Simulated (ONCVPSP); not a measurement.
# Configuration tests for Ge (Z = 32) (ONCV)

ONCVPSP 4.0.1 input, shortened (lines: element, Z, core and valence counts, functional; n l f; lmax; l rc ep ncon nbas qcut; lloc lpopt rc5 dvloc0; l nproj debl; icmod fcfact rcfact), PBE, scalar-relativistic:

```
  Ge 32.00    6    2        4      upf
    1    0    2.00
    2    0    2.00
    2    1    6.00
    3    0    2.00
    3    1    6.00
    3    2   10.00
    4    0    2.00
    4    1    0.50
    2
    0    1.75    0.00    4    7    4.40
    1    2.15    0.00    4    8    4.60
    2    1.75    0.02    4    7    5.50
    2    5    1.75    0.00
    0    2    2.20
    1    1    2.50
    2    0    0.40
    0    0.00    0.00
```

Energies are relative to the spin-unpolarised reference configuration 4s2 4p0.5; without spin polarisation the order of configurations can differ from experiment.

```csv
valence configuration,charge,ΔE all-electron (eV),error AE − PS (meV)
4s2 4p2,0,-14.093,+5.1
4s2 4p1,+1,-6.648,+2.2
4s2 4p0,+2,8.791,+3.7
4s1 4p2,+1,2.068,+29
```

Note: ghosts flagged at negative energy: s at -65.6 eV, p at -424.0 eV; no localised positive-energy state flagged. A true bound ghost makes a file unfit for plane-wave use.
